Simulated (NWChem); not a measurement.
# C2H2BFN2; SMILES C1C=NB(N=1)F

```xyz
8

F      0.0000     0.0000    -2.0303
B      0.0000     0.0000    -0.7148
N      0.0000     1.2611     0.1074
C      0.0000     0.7757     1.2974
C      0.0000    -0.7757     1.2974
N      0.0000    -1.2611     0.1074
H      0.0000     1.3946     2.2201
H      0.0000    -1.3946     2.2201
```
Atoms are numbered in this order, from 1.

Level: PBE-D3(BJ)/def2-SVP (NWChem), optimised geometry, unscaled harmonic frequencies. 

```
frequency (cm⁻¹)  IR intensity (km/mol)
----------------  ---------------------
131                                 3.2
398                                 0.1
436                                 0.0
578                                 1.8
651                                34.8
781                                 9.9
802                                 0.0
836                                 1.5
839                                35.7
974                                 0.0
1047                              155.9
1264                               19.8
1276                               33.6
1434                              398.7
1612                               69.7
1638                                9.8
3024                               22.2
3037                               44.7
```

```json
{
  "zero_point_energy": "29.7 kcal/mol",
  "thermal correction to the enthalpy at 298.15 K (with zero-point energy)": "33.3 kcal/mol",
  "heat capacity Cv": "16.5 cal/(mol K)",
  "entropy at 298.15 K and 1 atm (symmetry number 2)": "70.3 cal/(mol K)",
  "dipole_moment": "2.72 D"
}
```

Rigid rotor and harmonic oscillator.
